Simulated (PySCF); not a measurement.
## UHF on Ni²⁺ (nickel, charge +2)

Configuration: [Ar] 3d8, high-spin 3F determinant. Calculation: PySCF 2.14, in x2c-SVPall (5s3p3d1f, 36 functions); the spin-free X2C one-electron Hamiltonian (Gaussian nucleus).

- Total energy: -1517.980151 hartree
- One-electron energy: -2088.7559 hartree
- Hartree (Coulomb) energy: 632.9024 hartree
- Exchange energy: -62.1266 hartree
- ⟨S²⟩: 2.0023
- ⟨L²⟩: 12.018
- Sum of ⟨r⟩: 15.67 bohr
- Sum of ⟨r²⟩: 15.42 bohr²
- Langevin diamagnetic susceptibility: -12.2 ×10⁻⁶ cm³/mol
- Time after the integrals: 0.08 s of wall time on 1 thread of Neoverse-V2 (shared host)

```json
{"shell": "1s α", "electrons": "1", "mean orbital energy (hartree)": "-309.46840", "spread (hartree)": "0", "rms radius, mean of both spins (bohr)": "0.0624"}
{"shell": "1s β", "electrons": "1", "mean orbital energy (hartree)": "-309.46736", "spread (hartree)": "0", "rms radius, mean of both spins (bohr)": "0.0624"}
{"shell": "2s α", "electrons": "1", "mean orbital energy (hartree)": "-39.35720", "spread (hartree)": "0", "rms radius, mean of both spins (bohr)": "0.265"}
{"shell": "2s β", "electrons": "1", "mean orbital energy (hartree)": "-39.28408", "spread (hartree)": "0", "rms radius, mean of both spins (bohr)": "0.265"}
{"shell": "2p α", "electrons": "3", "mean orbital energy (hartree)": "-33.82914", "spread (hartree)": "0", "rms radius, mean of both spins (bohr)": "0.238"}
{"shell": "2p β", "electrons": "3", "mean orbital energy (hartree)": "-33.75674", "spread (hartree)": "0", "rms radius, mean of both spins (bohr)": "0.238"}
{"shell": "3s α", "electrons": "1", "mean orbital energy (hartree)": "-5.81228", "spread (hartree)": "0", "rms radius, mean of both spins (bohr)": "0.796"}
{"shell": "3s β", "electrons": "1", "mean orbital energy (hartree)": "-5.61615", "spread (hartree)": "0", "rms radius, mean of both spins (bohr)": "0.796"}
{"shell": "3p α", "electrons": "3", "mean orbital energy (hartree)": "-4.14201", "spread (hartree)": "0", "rms radius, mean of both spins (bohr)": "0.849"}
{"shell": "3p β", "electrons": "3", "mean orbital energy (hartree)": "-3.90588", "spread (hartree)": "0", "rms radius, mean of both spins (bohr)": "0.849"}
{"shell": "3d α", "electrons": "5", "mean orbital energy (hartree)": "-1.44810", "spread (hartree)": "0.05366", "rms radius, mean of both spins (bohr)": "1.08"}
{"shell": "3d β", "electrons": "3", "mean orbital energy (hartree)": "-1.35238", "spread (hartree)": "0", "rms radius, mean of both spins (bohr)": "1.08"}
```

Densities and radii are taken from the X2C orbitals without a picture-change correction, which distorts them close to the nucleus.
